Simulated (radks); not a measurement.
Effect of the nuclear size on the magnesium ion Mg9+, [He] 2s1. Calculated with a radial shooting solver on a logarithmic mesh with Libxc functionals: Dirac Kohn-Sham, relativistic LDA (MacDonald-Vosko exchange, VWN5 correlation), spin-unpolarised, spherical densities, finite nucleus; Fermi nuclear charge, rms radius 3.057 fm. The rms radius is varied about that value; shifts are against it.

rms radius (fm)  total energy shift (eV)  density at nucleus (e/bohr^3)  1s1/2 shift (meV)  2s1/2 shift (meV)
2.7238                         -0.000537                           1144             -0.227             -0.023
2.8705                         -0.000308                           1144             -0.130             -0.013
3.057                                  0                           1143              0.000              0.000
3.2863                          0.000405                           1142              0.171              0.017
3.8151                           0.00145                           1141              0.612              0.062

Slopes of the eigenvalues against <r^2> in GHz/fm^2, as finite differences over the two radii next to the reference (eigenvalue slopes, not the field-shift constants of lines): 1s1/2 28.4, 2s1/2 2.87.
